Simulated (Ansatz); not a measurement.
Input for Ansatz (a quantum-chemistry and plane-wave program): R-CCSD(T)/aug-cc-pVTZ on N2 (SMILES N#N) with ghost functions, monomers drawn apart or pushed together.

Ansatz 0.2 input:
```yaml
crystal:
  periodic: [false, false, false]
  atoms:
    - {symbol: N, position_ang: [0.45464251, -0.31401697, 2.62798527]}
    - {symbol: N, position_ang: [-0.25389777, 0.15301340, 3.31308603]}
basis:
  gaussian:
    orbitals: aug-cc-pVTZ
    ghost_atoms:
      - {symbol: N, position_ang: [-0.15989024, 0.18569666, -0.16589829]}
      - {symbol: H, position_ang: [-0.38509107, 0.33453743, -1.14295921]}
      - {symbol: H, position_ang: [0.76478673, 0.56906909, -0.00636693]}
      - {symbol: H, position_ang: [-0.09523295, -0.81509797, -0.01874501]}
magnetization: {spin_polarized: false}
correlation: {method: ccsd_t, electrons: outside_noble_gas}
scf: {lower_state_search: off}
```

Predict the final total energy.

-109.3807 hartree (reference determinant -108.9860, T1 diagnostic 0.013).

How many basis functions does it have, and what does it roughly cost on one machine?

207 functions; around 27 core-seconds (rough).
